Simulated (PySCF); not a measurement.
C7H13NSi.
Geometry (GFN2-xTB, Å), atoms numbered from 1 in this order:
```xyz
22
C7H13NSi angstrom
C     -2.908    1.450   -0.014
C     -2.294    0.290   -0.146
C     -1.526   -0.393    0.940
C     -0.061   -0.532    0.565
Si     0.855    1.110    0.399
N      2.518    0.663    0.308
C      3.405    0.803   -0.555
C      0.675   -1.727    1.108
C      0.305   -1.679   -0.338
H     -2.904    1.988    0.920
H     -3.444    1.911   -0.827
H     -2.305   -0.230   -1.096
H     -1.612    0.176    1.869
H     -1.955   -1.386    1.108
H      0.310    1.883   -0.725
H      0.803    1.867    1.650
H      3.272    1.315   -1.514
H      4.399    0.402   -0.368
H      1.715   -1.611    1.372
H      0.134   -2.408    1.750
H      1.094   -1.541   -1.063
H     -0.487   -2.330   -0.683
```

Mayer bond orders were computed from the PBE0/pcSseg-1 density (PySCF). Geometry: GFN2-xTB, one conformer, isolated molecule.

Problem. Rank these bonds by Mayer order, highest first.
A. C9–C4
B. N6–C7
C. C4–Si5
D. C3–C4

Solution. B (1.96), D (1.02), A (0.94), C (0.82).

Problem. Set the orders of all bonds between heavy atoms beside their lengths and the difference of the Hirshfeld charges at their ends.

Solution. 
```json
{"bond": "C1–C2", "Mayer order": "1.977", "length (Å)": "1.319", "q(first) − q(second) (e)": "-0.070"}
{"bond": "N6–C7", "Mayer order": "1.961", "length (Å)": "1.246", "q(first) − q(second) (e)": "-0.247"}
{"bond": "C2–C3", "Mayer order": "1.027", "length (Å)": "1.495", "q(first) − q(second) (e)": "+0.034"}
{"bond": "C3–C4", "Mayer order": "1.023", "length (Å)": "1.519", "q(first) − q(second) (e)": "+0.013"}
{"bond": "C8–C9", "Mayer order": "0.968", "length (Å)": "1.493", "q(first) − q(second) (e)": "+0.002"}
{"bond": "Si5–N6", "Mayer order": "0.952", "length (Å)": "1.724", "q(first) − q(second) (e)": "+0.573"}
{"bond": "C4–C8", "Mayer order": "0.950", "length (Å)": "1.505", "q(first) − q(second) (e)": "+0.011"}
{"bond": "C9–C4", "Mayer order": "0.937", "length (Å)": "1.505", "q(first) − q(second) (e)": "-0.012"}
{"bond": "C4–Si5", "Mayer order": "0.820", "length (Å)": "1.888", "q(first) − q(second) (e)": "-0.436"}
```

The Mayer order sums products of elements of PS (density times overlap matrix) between the two atoms' basis functions, so it depends on the basis set.

These values come from a run that also computed NMR shieldings. Hardware: Arm Neoverse V1, one thread, no GPU, on a shared host. Cost: 48 s.
